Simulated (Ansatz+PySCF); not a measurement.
**quartet CoO: levels of theory in one basis**

```
atom   x (Å)   y (Å)   z (Å)
  Co  0.0000  0.0000  0.0000
   O  0.0000  0.0000  1.6290
```

Basis set: def2-SVP (spherical functions). Frozen core: 6 orbitals. Correlation on ROHF uses semicanonical orbitals with singles. Charge 0, multiplicity 4.

Computed with Ansatz (development build ahead of 0.2.0); each method stands on the lowest determinant of its kind that the runs found.

```json
{"method": "ROHF", "E − E(ROHF) (eV)": "0.00", "<S²> of the determinant": "3.75"}
{"method": "UHF", "E − E(ROHF) (eV)": "-1.89", "<S²> of the determinant": "4.75"}
{"method": "ROHF-MP2", "E − E(ROHF) (eV)": "-14.38", "<S²> of the determinant": "–"}
```

**Question.** What does UHF-MP2 give on the same scale?

**Answer.** -12.94 eV.

**Question.** Is a single determinant a sound starting point here?

**Answer.** It is doubtful. Unrestricted orbitals lower Hartree–Fock by 1.89 eV and <S²> is 4.75 where a pure state has 3.75, a sign of strong static correlation.

Caution: another spin multiplicity may lie lower. Caution for ROHF, ROHF-MP2: an unrestricted determinant lies well below. Caution for UHF, UHF-MP2: the unrestricted determinant is a mixture of spin states.
